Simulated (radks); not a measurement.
Values are calculated unless marked as measured or tabulated.
Problem. Species: the platinum ion Pt4+. Configuration: [Xe] 4f14 5d6. Level of theory: scalar-relativistic Kohn-Sham, PBE, spin-polarised, spherical densities, finite nucleus; open shells are filled with parallel spins first (spin-orbit coupling, left out, can overturn this in heavy ions); Fermi nuclear charge, rms radius 5.427 fm (a radial shooting solver on a logarithmic mesh with Libxc functionals). Some entries of the table are withheld. Estimate them.

orbital,occ.,eigenvalue (eV),<1/r> (bohr^-1)
1s down,1,-78448.19,93.91
1s up,1,-78448.18,93.91
2s up,1,-13824.99,22.01
2s down,1,-13824.66,22.01
2p up,3,-11992.06,19.66
2p down,3,-11991.80,19.66
3s up,1,-3286.789,8.161
3s down,1,-3286.672,8.161
3p up,3,-2752.725,7.465
3p down,3,-2752.593,7.465
3d up,5,-2172.620,7.032
3d down,5,-2172.388,7.031
4s up,1,-746.6699,3.492
4s down,1,-746.3597,3.491
4p up,3,-571.4341,3.158
4p down,3,-571.1465,3.157
4d up,5,-358.3445,2.826
4d down,5,-358.0088,2.827
5s up,1,(1),1.422
5s down,1,(2),1.432
4f up,7,-121.6000,(3)
4f down,7,-121.0888,(4)
5p up,3,-107.2263,1.216
5p down,3,-104.3290,1.226
5d up,5,-54.0929,0.9050
5d down,1,-50.8160,0.9030

Solution. 
(1) 5s up eigenvalue (eV): -153.4395
(2) 5s down eigenvalue (eV): -151.1091
(3) 4f up <1/r> (bohr^-1): 2.389
(4) 4f down <1/r> (bohr^-1): 2.395
